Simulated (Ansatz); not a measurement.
C2H7AlSi (`C[CH]1[AlH][SiH2]1`), relaxed with RKS PBE-D4/def2-SVP in Ansatz 0.2.0 from a rough embedded geometry. The force threshold is 0.03 eV/Å; the program also tests the step.

Charge 0, multiplicity 1.

Start:

```xyz
11

C     0.710   -1.183    0.371
C     0.549    0.276    0.235
Al   -0.086    0.833   -1.508
Si   -1.209    0.846    0.536
H     0.829   -1.456    1.479
H    -0.076   -1.824   -0.051
H     1.689   -1.527   -0.113
H     1.343    0.896    0.639
H    -0.028    1.044   -3.107
H    -1.423    2.244    0.971
H    -2.299   -0.150    0.549
```

| step | energy (eV) | largest force (eV/Å) | largest move (Å) |
| --- | --- | --- | --- |
| 1 | -16643.2414 | 2.265 | 0.000 |
| 2 | -16643.7858 | 0.878 | 0.195 |
| 3 | -16643.8720 | 0.869 | 0.195 |
| 4 | -16643.9022 | 0.220 | 0.118 |
| 5 | -16643.9159 | 0.124 | 0.057 |
| 6 | -16643.9191 | 0.118 | 0.020 |
| 7 | -16643.9352 | 0.344 | 0.199 |
| 8 | -16643.9457 | 0.280 | 0.021 |
| 9 | -16643.9676 | 0.192 | 0.163 |
| 10 (rejected) | -16643.8980 | 0.871 | 0.200 |
| 11 | -16643.9763 | 0.097 | 0.094 |
| 12 (rejected) | -16643.9729 | 0.148 | 0.088 |
| 13 | -16643.9781 | 0.032 | 0.036 |
| 14 | -16643.9783 | 0.012 | 0.012 |

End:

```xyz
11

C     0.794   -1.264    0.483
C     0.385    0.112   -0.024
Al   -0.177    0.991   -1.697
Si   -1.285    1.025    0.379
H     0.961   -1.279    1.583
H     0.007   -2.014    0.266
H     1.728   -1.626    0.001
H     1.163    0.891    0.223
H     0.217    1.193   -3.235
H    -1.371    1.940    1.578
H    -2.422    0.032    0.442
```

Run time 28 s (2 threads of an Arm Neoverse V1 on a shared host); peak host memory 0.13 GiB.
